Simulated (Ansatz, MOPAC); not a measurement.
Torsion F3–B2–Se4–H6 in BFH2OSe (SMILES OB(F)[SeH]); at each angle all else is relaxed with GFN2-xTB, and the levels are single points there.
Geometry at 0° (charge 0, multiplicity 1):
```xyz
6

O     -0.9645    -0.7952     0.2486
B     -0.1835     0.2567     0.0529
F     -0.6352     1.3587    -0.5468
Se     1.6418     0.1809     0.6514
H     -1.8749    -0.7621    -0.0473
H      2.0098     1.5024     0.2148
```

On the grid 0° to 330°, 90° is the highest and 0° the lowest point at MP2/CBS(cc-pVTZ, cc-pVQZ) + ΔCCSD(T)/cc-pVTZ.

The state that PM3, PM7 reach isn't checked; PM7 holds dispersion and hydrogen-bond terms.

Codes used: Ansatz (Gaussian basis) for Hartree–Fock, density functionals and correlated methods; MOPAC for PM3, PM7 (differences of heats of formation). Each number belongs to the level named beside it.

Task: One of these levels gives 24.5 kJ/mol for the energy at 90° less that at 0°. Which?
A. PM7
B. PM3
C. HF/cc-pVTZ

Result: B, PM3. The others give 18.1 (PM7), 33.7 (HF/cc-pVTZ)

Ansatz is a first-principles code.
